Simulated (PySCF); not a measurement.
Neon: a sound run and one with changed settings

Sound run: Ne²⁺ [He] 2s2 2p4, Ne³⁺ [He] 2s2 2p3. All numbers are calculated (PySCF 2.14, the non-relativistic Hamiltonian (point nucleus), in cc-pVTZ (4s3p2d1f, 30 functions)). The sound run starts from symmetry-adapted Hartree-Fock orbitals and uses a fine grid where one is needed.

Changed run: 14 angular points. This setting is unsound on purpose.

| species | method | sound run (hartree) | changed run (hartree) | converged |
| --- | --- | --- | --- | --- |
| Ne²⁺ | UHF | -126.36528 | -126.36528 | yes |
| Ne²⁺ | M06-L | -126.66100 | -126.66419 | yes |
| Ne²⁺ | B3LYP | -126.64923 | -126.64875 | yes |
| Ne³⁺ | UHF | -124.09356 | -124.09356 | yes |
| Ne³⁺ | M06-L | -124.32335 | -124.32335 | yes |
| Ne³⁺ | B3LYP | -124.29602 | -124.29602 | yes |

Ionisation energy of Ne²⁺:

```csv
method,sound run (eV),changed run (eV)
UHF,61.817,61.817
M06-L,63.611,63.698
B3LYP,64.034,64.021
```

A coarse angular grid integrates products of high-l functions wrongly, so density functionals can shift, and the SCF can exploit the error; Hartree-Fock and MP2 need no grid.

For comparison, NIST gives 63.423 eV between the lowest levels.
